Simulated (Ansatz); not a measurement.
Geometry optimisation, UHF/STO-3G (Ansatz 0.2.0).

input.yaml

```yaml
crystal:
  periodic: [false, false, false]
  atoms:
    - { symbol: C, position_ang: [1.0553, -0.4264, -2.118] }
    - { symbol: C, position_ang: [1.3878, -0.651, -0.6786] }
    - { symbol: C, position_ang: [0.5582, 0.1719, 0.3412] }
    - { symbol: O, position_ang: [0.7975, 1.5802, 0.0508] }
    - { symbol: Si, position_ang: [-1.2091, -0.4294, 0.6146] }
    - { symbol: C, position_ang: [-2.0515, 0.6219, 1.9231] }
    - { symbol: H, position_ang: [1.6767, -0.9621, -2.7937] }
    - { symbol: H, position_ang: [0.0101, -0.6518, -2.3402] }
    - { symbol: H, position_ang: [1.1339, 0.6917, -2.3464] }
    - { symbol: H, position_ang: [1.3092, -1.7203, -0.446] }
    - { symbol: H, position_ang: [2.4429, -0.3877, -0.5528] }
    - { symbol: H, position_ang: [-0.07585, 1.95039, 0.3342] }
    - { symbol: H, position_ang: [1.6245, 1.7968, -0.027] }
    - { symbol: H, position_ang: [-2.0013, -0.3522, -0.6249] }
    - { symbol: H, position_ang: [-1.1818, -1.8588, 1.0743] }
    - { symbol: H, position_ang: [-2.0957, 1.6902, 1.6388] }
    - { symbol: H, position_ang: [-1.5023, 0.5864, 2.8757] }
    - { symbol: H, position_ang: [-3.0847, 0.2756, 2.114] }
magnetization:
  spin_polarized: true
basis:
  gaussian: { orbitals: STO-3G }
hamiltonian:
  xc: hf
relax:
  f_tol: 0.02
  max_steps: 50
```

Command:

```bash
$ ansatz run input.yaml --threads 1 --pin off --max-ram 2048MiB --backend cpu --events-out ev --progress --plain --runs-dir out
```

Problem. Where does it end, and by what steps?

Solution. The run converged. Limits of this set-up: minimal basis. After 14 steps the energy has fallen by 2.820 eV; H12 moved furthest, 0.70 Å. The start is strongly strained (largest force component 14 eV/Å).

```csv
step,energy less start (eV),largest force component (eV/Å),accepted
0,0.0000,13.841,yes
1,-1.9328,2.378,yes
2,-2.5434,2.098,yes
3,-2.6513,2.704,yes
4,-2.6852,1.519,yes
5,-2.7928,0.306,yes
6,-2.8124,0.116,yes
7,-2.8162,0.073,yes
8,-2.8174,0.130,yes
9,-2.8184,0.029,yes
10,-2.8189,0.079,yes
11,-2.8195,0.074,yes
12,-2.8198,0.073,yes
13,-2.8200,0.035,yes
14,-2.8201,0.018,yes
```

```xyz
18
Properties=species:S:1:pos:R:3
C 0.913 -0.527 -2.075
C 1.456 -0.605 -0.622
C 0.670 0.035 0.547
O 0.633 1.643 0.007
Si -1.180 -0.371 0.511
C -2.063 0.576 1.859
H 1.626 -0.958 -2.772
H -0.022 -1.070 -2.177
H 0.734 0.502 -2.374
H 1.553 -1.656 -0.353
H 2.475 -0.211 -0.636
H 0.399 2.187 0.796
H 1.565 1.908 -0.181
H -1.881 -0.092 -0.701
H -1.327 -1.764 0.771
H -2.050 1.643 1.678
H -1.606 0.406 2.826
H -3.101 0.281 1.935
```

The run took 27 s on 1 thread of Arm Neoverse V2, with other jobs on the host, peak memory 0.13 GiB.
